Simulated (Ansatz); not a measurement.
Relaxation of F₄Zr (5 atoms, charge 0, multiplicity 1), to a largest force component of 0.02 eV/Å in at most 40 steps.

Method: Ansatz, RKS PBE/def2-SVP.

```xyz
5
Properties=species:S:1:pos:R:3
Zr 0.000 0.000 0.000
F 0.000 0.000 1.980
F 1.867 0.000 -0.659
F -0.933 1.616 -0.659
F -0.933 -1.616 -0.659
```

Question: Where does it end, and by what steps?

Answer: The run converged. After 2 steps the energy has fallen by 0.273 eV; F3 moved furthest, 0.07 Å.

```tsv
step	energy less start (eV)	largest force component (eV/Å)	accepted
0	0.0000	1.842	yes
1	-0.2646	0.372	yes
2	-0.2731	0.007	yes
```

```xyz
5
Properties=species:S:1:pos:R:3
Zr 0.000 0.000 0.000
F 0.000 0.000 1.909
F 1.800 0.000 -0.636
F -0.899 1.559 -0.636
F -0.899 -1.559 -0.636
```

Run time: 11 s on 1 thread of Arm Neoverse V2, with other jobs on the host, peak memory 0.15 GiB.
